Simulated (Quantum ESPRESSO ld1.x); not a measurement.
ld1.x (Quantum ESPRESSO 7.5) input

```
 &input
    zed=48.0,
    iswitch=1,
    rel=1,
    lsd=1,
    dft='PZ',
    config='[Kr] 4d10 5s0 5p0 4f0 5d0',
    verbosity='high',
    prefix='ld1',
    max_out_wfc=37,
    file_charge='ld1.rho',
 /
```

Command: `OMP_NUM_THREADS=1 ld1.x < ld1.in > ld1.out`

Output:

```
     Program LD1 v.7.5 starts

     --------------------------- All-electron run ----------------------------

     scalar relativistic calculation

     atomic number is 48.00
     dft =PZ   lsd =1 sic =0 latt =0  beta=0.20 tr2=1.0E-14
     Exchange-correlation= PZ
                           (   1   1   0   0   0   0   0)
     mesh =2061 r(mesh) = 100.36354 a.u. xmin = -8.00 dx = 0.00800
     1 Ry =  13.60569312 eV, c = 137.03599908

     n l     nl                  e(Ry)          e(Ha)          e(eV)
     1 0     1S 1( 1.00)   -1948.636048288    -974.318024144 -26512.5440814
     2 0     2S 1( 1.00)    -290.543397146    -145.271698573  -3953.0443005
     2 1     2P 1( 3.00)    -261.012426959    -130.506213479  -3551.2549825
     3 0     3S 1( 1.00)     -55.246451335     -27.623225668   -751.6662630
     3 1     3P 1( 3.00)     -45.558387935     -22.779193968   -619.8534454
     4 0     4S 1( 1.00)      -9.176720232      -4.588360116   -124.8556394
     4 1     4P 1( 3.00)      -6.322278712      -3.161139356    -86.0189840
     3 2     3D 1( 5.00)     -30.347465132     -15.173732566   -412.8982976
     4 2     4D 1( 5.00)      -2.256863299      -1.128431650    -30.7061895
     5 0     5S 1( 0.00)      -1.591758708      -0.795879354    -21.6569805
     5 1     5P 1( 0.00)      -1.082325566      -0.541162783    -14.7257895
     4 3     4F 1( 0.00)      -0.276407009      -0.138203505     -3.7607089
     5 2     5D 1( 0.00)      -0.511232865      -0.255616432     -6.9556775
     1 0     1S 2( 1.00)   -1948.636048288    -974.318024144 -26512.5440814
     2 0     2S 2( 1.00)    -290.543397146    -145.271698573  -3953.0443005
     2 1     2P 2( 3.00)    -261.012426959    -130.506213479  -3551.2549825
     3 0     3S 2( 1.00)     -55.246451335     -27.623225668   -751.6662630
     3 1     3P 2( 3.00)     -45.558387935     -22.779193968   -619.8534454
     4 0     4S 2( 1.00)      -9.176720232      -4.588360116   -124.8556394
     4 1     4P 2( 3.00)      -6.322278712      -3.161139356    -86.0189840
     3 2     3D 2( 5.00)     -30.347465132     -15.173732566   -412.8982976
     4 2     4D 2( 5.00)      -2.256863299      -1.128431650    -30.7061895
     5 0     5S 2( 0.00)      -1.591758708      -0.795879354    -21.6569805
     5 1     5P 2( 0.00)      -1.082325566      -0.541162783    -14.7257895
     4 3     4F 2( 0.00)      -0.276407009      -0.138203505     -3.7607089
     5 2     5D 2( 0.00)      -0.511232865      -0.255616432     -6.9556775

     final scf error:  5.9E-15 reached in  24 iterations

     Etot =  -11177.224421 Ry,   -5588.612211 Ha, -152073.885442 eV
     Total magnetization:    0.00 Bohr mag.

     Ekin =   11627.843201 Ry,    5813.921600 Ha,  158204.866275 eV
     Encl =  -26971.223913 Ry,  -13485.611957 Ha, -366962.195713 eV
     Eh   =    4463.619315 Ry,    2231.809658 Ha,   60730.634624 eV
     Exc  =    -297.463025 Ry,    -148.731512 Ha,   -4047.190627 eV

     normalization and overlap integrals

     s(1S/1S) =  1.000000  <r> =   0.0304  <r2> =    0.0013  r(max) =   0.0197
     s(1S/2S) = -0.012066
     s(1S/3S) = -0.005007
     s(1S/4S) = -0.002194
     s(1S/5S) = -0.000737
     s(2S/2S) =  1.000000  <r> =   0.1318  <r2> =    0.0205  r(max) =   0.1118
     s(2S/3S) = -0.003060
     s(2S/4S) = -0.001293
     s(2S/5S) = -0.000432
     s(2P/2P) =  1.000000  <r> =   0.1149  <r2> =    0.0161  r(max) =   0.0893
     s(2P/3P) = -0.002503
     s(2P/4P) = -0.000975
     s(2P/5P) = -0.000289
     s(3S/3S) =  1.000000  <r> =   0.3590  <r2> =    0.1474  r(max) =   0.3239
     s(3S/4S) = -0.000856
     s(3S/5S) = -0.000280
     s(3P/3P) =  1.000000  <r> =   0.3576  <r2> =    0.1485  r(max) =   0.3163
     s(3P/4P) = -0.000712
     s(3P/5P) = -0.000207
     s(4S/4S) =  1.000000  <r> =   0.8788  <r2> =    0.8756  r(max) =   0.7936
     s(4S/5S) = -0.000170
     s(4P/4P) =  1.000000  <r> =   0.9596  <r2> =    1.0556  r(max) =   0.8460
     s(4P/5P) = -0.000123
     s(3D/3D) =  1.000000  <r> =   0.3350  <r2> =    0.1335  r(max) =   0.2652
     s(3D/4D) = -0.000435
     s(3D/5D) = -0.000111
     s(4D/4D) =  1.000000  <r> =   1.2537  <r2> =    1.8857  r(max) =   0.9771
     s(4D/5D) = -0.000061
     s(5S/5S) =  1.000000  <r> =   2.4368  <r2> =    6.6853  r(max) =   2.1400
     s(5P/5P) =  1.000000  <r> =   2.9516  <r2> =    9.8510  r(max) =   2.5518
     s(4F/4F) =  1.000000  <r> =   7.4095  <r2> =   62.8619  r(max) =   6.4032
     s(5D/5D) =  1.000000  <r> =   4.7198  <r2> =   25.4042  r(max) =   4.0584
     s(1S/1S) =  1.000000  <r> =   0.0304  <r2> =    0.0013  r(max) =   0.0197
     s(1S/2S) = -0.012066
     s(1S/3S) = -0.005007
     s(1S/4S) = -0.002194
     s(1S/5S) = -0.000737
     s(2S/2S) =  1.000000  <r> =   0.1318  <r2> =    0.0205  r(max) =   0.1118
     s(2S/3S) = -0.003060
     s(2S/4S) = -0.001293
     s(2S/5S) = -0.000432
     s(2P/2P) =  1.000000  <r> =   0.1149  <r2> =    0.0161  r(max) =   0.0893
     s(2P/3P) = -0.002503
     s(2P/4P) = -0.000975
     s(2P/5P) = -0.000289
     s(3S/3S) =  1.000000  <r> =   0.3590  <r2> =    0.1474  r(max) =   0.3239
     s(3S/4S) = -0.000856
     s(3S/5S) = -0.000280
     s(3P/3P) =  1.000000  <r> =   0.3576  <r2> =    0.1485  r(max) =   0.3163
     s(3P/4P) = -0.000712
     s(3P/5P) = -0.000207
     s(4S/4S) =  1.000000  <r> =   0.8788  <r2> =    0.8756  r(max) =   0.7936
     s(4S/5S) = -0.000170
     s(4P/4P) =  1.000000  <r> =   0.9596  <r2> =    1.0556  r(max) =   0.8460
     s(4P/5P) = -0.000123
     s(3D/3D) =  1.000000  <r> =   0.3350  <r2> =    0.1335  r(max) =   0.2652
     s(3D/4D) = -0.000435
     s(3D/5D) = -0.000111
     s(4D/4D) =  1.000000  <r> =   1.2537  <r2> =    1.8857  r(max) =   0.9771
     s(4D/5D) = -0.000061
     s(5S/5S) =  1.000000  <r> =   2.4368  <r2> =    6.6853  r(max) =   2.1400
     s(5P/5P) =  1.000000  <r> =   2.9516  <r2> =    9.8510  r(max) =   2.5518
     s(4F/4F) =  1.000000  <r> =   7.4095  <r2> =   62.8619  r(max) =   6.4032
     s(5D/5D) =  1.000000  <r> =   4.7198  <r2> =   25.4042  r(max) =   4.0584

     ------------------------ End of All-electron run ------------------------
```

Run on one thread of a shared host, so times are rough (Intel(R) Xeon(R) Processor @ 2.60GHz): 0.62 s of CPU time, 1.4 s wall, 24 iterations on 2061 mesh points.
